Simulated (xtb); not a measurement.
Pb(OH)(NH2) (H3NOPb), SMILES [NH2][Pb][OH] (connectivity only; charge and spin as stated), neutral, multiplicity 1. All values are semi-empirical tight-binding results from xtb (GFN2-xTB unless named), good for trends rather than for accurate numbers. Coordinates come from a GFN2-xTB optimisation. One conformer was computed; it need not be the lowest.

Optimised geometry:

Bond lengths (Å): Pb1–O2 2.143, Pb1–N4 2.130, O2–H3 0.952, N4–H5 1.007, N4–H6 1.008. Bond angles (°): O2–Pb1–N4 97.1, Pb1–O2–H3 120.8, Pb1–N4–H5 127.5, Pb1–N4–H6 125.6, H5–N4–H6 106.9.

For metal compounds this method's bond lengths and energies can be far off.

Computed properties:
The point group as xtb finds it is Cs. The orbital gap is 3.18 eV and the zero-point energy is 22.5 kcal/mol. The G − E(el) at 298.15 K (modified RRHO) is 3.8 kcal/mol.

Computed atomic charges and the Wiberg bond orders between heavy atoms:
charges (e) Pb1 0.63, O2 -0.67, H3 0.26, N4 -0.49, H5 0.14, H6 0.13. Bond orders Pb1–O2 0.92, Pb1–N4 1.15.
